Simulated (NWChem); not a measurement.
# CaO; SMILES [O]=[Ca]

```xyz
2

Ca     0.0000     0.0000    -0.6226
O      0.0000     0.0000     1.4135
```
Atoms are numbered in this order, from 1.

Geometry: optimised at B3LYP/6-31G* (spherical d). B3LYP is NWChem's, with the RPA form of VWN correlation.

Task: List the 6 lowest vertical singlet excitations from B3LYP/def2-SVPD, TDA (NWChem).

Result: 
```tsv
state	energy (eV)	oscillator strength	leading excitation (squared amplitude)
S1	0.92	0.002	HOMO → LUMO (0.99)
S2	0.92	0.002	HOMO−1 → LUMO (0.99)
S3	1.97	0.101	HOMO−2 → LUMO (0.84)
S4	2.93	0.000	HOMO−1 → LUMO+2 (0.49)
S5	2.93	0.000	HOMO−1 → LUMO+1 (0.49)
S6	2.97	0.000	HOMO−1 → LUMO+2 (0.50)
```
